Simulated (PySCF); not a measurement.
# NMR data sheet: C6H7F3Si

* Formula: C6H7F3Si
* SMILES: CC1=C[SiH2]C(C(F)(F)F)=C1
* Point group of the computed structure: Cs
* Degrees of unsaturation: 3
* Carbon signals: 6
* Proton signals: 4

Molfile (atoms numbered from 1):
```
C6H7F3Si
     RDKit          3D

 17 17  0  0  0  0  0  0  0  0999 V2000
   -2.6522    0.2973   -0.1377 C   0  0  0  0  0  0  0  0  0  0  0  0
   -1.2470   -0.1430    0.0991 C   0  0  0  0  0  0  0  0  0  0  0  0
   -0.8635   -1.2595    0.7408 C   0  0  0  0  0  0  0  0  0  0  0  0
    1.0138   -1.3966    0.7964 Si  0  0  0  0  0  4  0  0  0  0  0  0
    1.0804    0.2419   -0.1549 C   0  0  0  0  0  0  0  0  0  0  0  0
    2.3161    0.9303   -0.5705 C   0  0  0  0  0  0  0  0  0  0  0  0
    2.1183    2.0830   -1.2362 F   0  0  0  0  0  0  0  0  0  0  0  0
    3.0819    0.1633   -1.3777 F   0  0  0  0  0  0  0  0  0  0  0  0
    3.1064    1.2414    0.4807 F   0  0  0  0  0  0  0  0  0  0  0  0
   -0.1542    0.6927   -0.3995 C   0  0  0  0  0  0  0  0  0  0  0  0
   -3.3607   -0.4125    0.2815 H   0  0  0  0  0  0  0  0  0  0  0  0
   -2.8198    1.2738    0.3165 H   0  0  0  0  0  0  0  0  0  0  0  0
   -2.8393    0.3938   -1.2072 H   0  0  0  0  0  0  0  0  0  0  0  0
   -1.5830   -1.9488    1.1499 H   0  0  0  0  0  0  0  0  0  0  0  0
    1.5709   -2.4922    0.0092 H   0  0  0  0  0  0  0  0  0  0  0  0
    1.5971   -1.2628    2.1281 H   0  0  0  0  0  0  0  0  0  0  0  0
   -0.3723    1.6099   -0.9284 H   0  0  0  0  0  0  0  0  0  0  0  0
  1  2  1  0
  2  3  2  0
  3  4  1  0
  4  5  1  0
  5  6  1  0
  6  7  1  0
  6  8  1  0
  6  9  1  0
  5 10  2  0
 10  2  1  0
  1 11  1  0
  1 12  1  0
  1 13  1  0
  3 14  1  0
  4 15  1  0
  4 16  1  0
 10 17  1  0
M  END
```

PySCF calculation with NMR shieldings at PBE0/pcSseg-1/GIAO and geometry: GFN2-xTB; single conformer, in vacuum, non-relativistic, averaged over atoms made equivalent by symmetry, fast rotation or ring inversion.

Shifts are taken against calculated references (same method and geometry level): ¹H and ¹³C and ²⁹Si vs TMS; ¹⁹F vs CFCl3.

| carbon | δC, type | δH (multiplicity) | HMBC from (2–3 bonds) | span of the C tensor (ppm) |
| --- | --- | --- | --- | --- |
| C1 | 25.0, CH3 | 2.28 (s) | H17, H14 | 37 |
| C2 | 166.2, C | – | H17, H14, H15/H16, H11/H12/H13 | 237 |
| C3 | 131.7, CH | 6.06 (t) | H17, H15/H16, H11/H12/H13 | 199 |
| C5 | 141.7, C | – | H17, H14, H15/H16 | 185 |
| C6 | 134.5, C | – | H17, H15/H16 | 12 |
| C10 | 157.4, CH | 7.31 (m) | H14, H15/H16, H11/H12/H13 | 211 |

Other nuclei:
```tsv
atoms	nucleus	environment	δ (ppm)	σ (ppm)
H15/H16	¹H	hydrogen on a silicon bonded to 2 C, in a 5-membered ring	4.78	26.93
F7/F8/F9	¹⁹F	fluorine of a CF3 group	-74.3	245.2
Si4	²⁹Si	silicon bonded to 2 C, 2 H, in a 5-membered ring	-42.2	391.3
```

Carbon types of the structure: 3 × C, 2 × CH, 1 × CH3, leaving 2 H on heteroatoms. δC 166.2, 141.7: fully substituted alkene carbon. δC 157.4, 131.7: alkene CH; an sp2 carbon of a C=C bond. δC 134.5: CF3 carbon; 3 electronegative neighbours deshield it. δH 7.31, 6.06: hydrogen on an alkene CH; attached to an sp2 carbon and in the plane of the double bond. δH 2.28: hydrogen on an allylic methyl carbon; allylic position.

Splittings by ¹⁹F in the carbon and heteronuclear signals aren't shown, as no couplings were computed. Shifts are as computed. Against solution values, carbons near 30 ppm lie about +3 ppm off and those near 130 ppm about +5 ppm. Of 1211 compounds with measured shifts, 218 miss one by over three times the rms of a fit or turn the order of signals round; such compounds aren't used in these exercises. Unscaled 19F shifts against computed CFCl3 carry errors that often reach 10 to 50 ppm. No couplings were computed; multiplicities are counted from neighbouring protons, with m where these are inequivalent, close in shift, in a saturated or five-membered ring or joined by F or P, and br s for small geminal =CH2 splittings.
